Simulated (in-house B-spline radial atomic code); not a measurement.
# Ionising Eu+ with different functionals

Computed with an all-electron radial atomic-structure program (B-spline basis): scalar-relativistic (spin-free X2C) Hamiltonian, Fermi nucleus of rms radius 5.1115 fm, spin-polarised at highest spin, spherical fractional occupations for the functionals, and exact exchange of hybrids averaged over the configuration. The ionisation energy is the difference of two self-consistent energies, [Xe] 4f7 6s1 → [Xe] 4f7, without Breit or QED terms; ε is the level of the shell that loses the electron (its least bound occupied spin orbital). There is no spin-orbit coupling in this Hamiltonian.

```
   method                    rung  ΔSCF (eV)  -ε(6s) (eV)
     PBE0           global hybrid          ?            ?
    B3LYP           global hybrid      11.50         9.37
    TPSSh           global hybrid      11.13         8.95
BHandHLYP           global hybrid      11.17         9.82
  r2SCAN0           global hybrid      11.18         9.51
    B97-1           global hybrid      11.03         9.04
    HSE06  range-separated hybrid      11.32         9.10
    wB97X  range-separated hybrid          ?            ?
CAM-B3LYP  range-separated hybrid      11.40        10.36
  LC-wPBE  range-separated hybrid      11.04        11.12
```

Problem. What does PBE0 give?

Solution. ΔSCF 11.29 eV, and -ε(6s) = 9.39 eV.

Problem. What does wB97X give?

Solution. ΔSCF 10.82 eV, and -ε(6s) = 10.81 eV.

Problem. Among the functionals, which spreads more, the ΔSCF values or the orbital energies?

Solution. The orbital energies: ΔSCF values span about 0.68 eV and the orbital energies 2.17 eV.

Problem. How do they compare with the NIST value?

Solution. NIST lists 11.24 eV ± 0.006 (semi-empirical, ground level to ground level). Errors run from -0.42 to +0.26 eV; PBE0 is closest (+0.05 eV), but part of that can be cancellation, since the calculations leave out spin-orbit coupling, Breit-QED terms, multiplet and fine-structure energies.
